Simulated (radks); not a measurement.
Problem. Coherent X-ray form factor from a spherical all-electron density. All-electron calculation, non-relativistic Kohn-Sham, exchange-only LDA, spin-unpolarised, spherical densities, point nucleus. Program: a radial shooting solver on a logarithmic mesh with Libxc functionals.

| sin(theta)/lambda (1/angstrom) | f0 (electrons) |
|---|---|
| 0.05 | 38.842 |
| 0.1 | 36.321 |
| 0.15 | 33.684 |
| 0.2 | 31.272 |
| 0.25 | 29.052 |
| 0.3 | 27.009 |
| 0.4 | 23.521 |
| 0.5 | 20.796 |
| 0.6 | 18.584 |
| 0.8 | 14.871 |
| 1 | 11.759 |
| 1.25 | 8.901 |
| 1.5 | 7.146 |
| 2 | 5.461 |

The species is in the configuration that NIST lists as its ground one. Which atom or ion scatters so?

Solution. Neutral zirconium, [Kr] 4d2 5s2. Extrapolating in s^2 from the first two rows gives f0(0) = 39.7, near the electron count 40; among species with that count, the fall with angle is slower the higher Z, and the table is that of Z = 40; from so few rows the species is fixed only to a neighbour or two.
